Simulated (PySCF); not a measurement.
Geometries of 3 isomers of C2H10GeSi, from PBE0-D3(BJ)/def2-SVP geometry optimisation, gas phase (PySCF). One conformer each, no zero-point energy, no frequencies.

Question: Which is lowest in electronic energy at this level?
A.
```xyz
14
angstrom
Ge     0.076    0.122    0.569
H      0.095    0.124    2.116
C      1.922    0.112   -0.090
H      2.465    0.993    0.283
H      1.933    0.136   -1.190
H      2.452   -0.791    0.244
C     -0.842    1.733   -0.065
H     -1.882    1.759    0.292
H     -0.850    1.757   -1.164
H     -0.326    2.634    0.300
Si    -1.074   -1.830   -0.183
H     -0.439   -3.073    0.359
H     -1.042   -1.908   -1.678
H     -2.507   -1.810    0.249
```
B.
```xyz
14
angstrom
C     -0.085    1.618   -0.846
C      0.039    0.607    0.299
Si    -1.481   -0.501    0.441
Ge     1.690   -0.452    0.140
H     -0.976    2.258   -0.731
H     -0.172    1.115   -1.823
H      0.790    2.286   -0.903
H      0.129    1.140    1.263
H     -2.718    0.326    0.604
H     -1.634   -1.326   -0.799
H     -1.360   -1.422    1.613
H      1.849   -1.405    1.340
H      2.900    0.502    0.085
H      1.655   -1.280   -1.160
```
C.
```xyz
14
angstrom
C     -1.664   -0.297   -0.877
C     -1.241   -0.136    0.579
Si     0.357    0.848    0.818
Ge     2.217   -0.270   -0.190
H     -2.588   -0.890   -0.968
H     -1.851    0.678   -1.354
H     -0.890   -0.808   -1.473
H     -1.106   -1.121    1.058
H     -2.030    0.374    1.158
H      0.216    2.205    0.199
H      0.641    1.036    2.276
H      3.021    0.665   -1.113
H      3.181   -0.820    0.880
H      1.736   -1.465   -1.038
```

Answer: A. That is GeHMe2(SiH3), `[CH3][GeH]([CH3])[SiH3]`, 4.6 kcal/mol below the next.

```
                     SMILES            atoms numbered as above       E (Eh)  relative (kcal/mol)  relative (kJ/mol)  dipole (D)
[H][Ge]([CH3])([CH3])[SiH3]                                  –  -2447.84157                  0.0                0.0        1.04
             CC[SiH2][GeH3]     [CH3:1][CH2:2][SiH2:3][GeH3:4]  -2447.83427                  4.6               19.2        1.05
      C[C@@H]([SiH3])[GeH3]  [CH3:1][C@@H:2]([SiH3:3])[GeH3:4]  -2447.82096                 12.9               54.1        0.87
```
